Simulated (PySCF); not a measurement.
## TlH: energy against distance

Set-up: Tl def2-SVP with ECP60, H def2-SVP; scalar-relativistic core potentials (PySCF 2.14). Energies in eV from Tl + H in their ground configurations at the same level. State: ¹Σ⁺ (singlet), closed shell.

Curves on a restricted Hartree–Fock reference rise too fast on stretching and do not dissociate correctly.

```csv
R (Å),RHF,B2PLYP,PBE,RHF-CCSD
1.650,-1.251,-2.116,-2.117,
1.727,-1.442,-2.303,-2.319,-2.215
1.804,-1.548,-2.409,-2.440,-2.312
1.861,-1.585,-2.447,-2.490,-2.345
1.919,-1.593,-2.458,-2.511,-2.351
1.977,-1.577,-2.445,-2.510,-2.335
2.053,-1.527,-2.400,-2.479,-2.286
2.149,-1.428,-2.309,-2.405,-2.194
2.264,-1.273,-2.165,-2.281,-2.050
2.418,-1.029,-1.938,-2.079,
```

Q: Put a parabola through the three lowest points of the RHF curve and estimate Re, k and ωe (reduced mass 1.003 u; 1 eV/Å² = 0.16022 mdyn/Å; ωe = 1302.8·√(k/μ) cm⁻¹).

A: Through R = 1.861, 1.919, 1.977 Å the second-order coefficient is 3.57 eV/Å², so Re ≈ 1.909 Å, k ≈ 1.14 mdyn/Å and ωe ≈ 1391 cm⁻¹. A polynomial fit of higher order to the unrounded RHF energies gives Re = 1.907 Å, k = 1.19 mdyn/Å, ωe = 1419 cm⁻¹; anharmonicity and rounding make the difference.

The higher-order fit for each curve: RHF: Re = 1.907 Å, ωe = 1419 cm⁻¹, De = 1.59 eV; B2PLYP: Re = 1.914 Å, ωe = 1378 cm⁻¹, De = 2.46 eV; PBE: Re = 1.943 Å, ωe = 1315 cm⁻¹, De = 2.51 eV; RHF-CCSD: Re = 1.904 Å, ωe = 1373 cm⁻¹, De = 2.35 eV.

Correlated steps freeze 4 core orbitals. Correlated levels converge slowly with the basis: in double zeta they bind strong bonds too weakly, by up to about 1 eV, and carry superposition errors of some tenths. These are scalar-relativistic numbers at best; spin–orbit coupling would shift them, the dissociation energy most. Where the molecule has an RHF reference, its open-shell atoms are computed with UHF. B2PLYP dipoles, levels and charges come from its SCF part alone.
